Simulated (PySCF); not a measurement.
Indium: a sound run and one with changed settings

Sound run: In [Kr] 4d10 5s2 5p1, In⁺ [Kr] 4d10 5s2. Calculation: PySCF 2.14, in x2c-TZVPall (8s6p4d2f, 60 functions); the spin-free X2C one-electron Hamiltonian (Gaussian nucleus). In the sound run the correlated levels freeze [Kr] 4d10. The sound run starts from symmetry-adapted Hartree-Fock orbitals and uses a fine grid where one is needed.

Changed run: basis STO-3G, all-electron and non-relativistic. This setting is unsound on purpose.

```json
{"species": "In", "method": "UHF", "sound run (hartree)": "-5878.24074", "changed run (hartree)": "-5682.77739", "converged": "yes"}
{"species": "In", "method": "PBE0", "sound run (hartree)": "-5880.57082", "changed run (hartree)": "-5684.44687", "converged": "yes"}
{"species": "In", "method": "r2SCAN", "sound run (hartree)": "-5880.92130", "changed run (hartree)": "-5684.88604", "converged": "yes"}
{"species": "In", "method": "MP2", "sound run (hartree)": "-5878.26991", "changed run (hartree)": "-5682.79163", "converged": "yes"}
{"species": "In⁺", "method": "UHF", "sound run (hartree)": "-5878.04944", "changed run (hartree)": "-5682.72828", "converged": "yes"}
{"species": "In⁺", "method": "PBE0", "sound run (hartree)": "-5880.36450", "changed run (hartree)": "-5684.36627", "converged": "yes"}
{"species": "In⁺", "method": "r2SCAN", "sound run (hartree)": "-5880.71168", "changed run (hartree)": "-5684.80467", "converged": "yes"}
{"species": "In⁺", "method": "MP2", "sound run (hartree)": "-5878.07228", "changed run (hartree)": "-5682.75037", "converged": "yes"}
```

Ionisation energy of In:

```tsv
method	sound run (eV)	changed run (eV)
UHF	5.205	1.336
PBE0	5.614	2.193
r2SCAN	5.704	2.214
MP2	5.378	1.123
SCS-MP2	5.361	1.080
```

A minimal basis cannot let orbitals breathe on ionisation and holds almost no correlation. The Hamiltonian changed with the basis, so the totals do not compare.

For comparison, NIST gives 5.786 eV between the lowest levels.
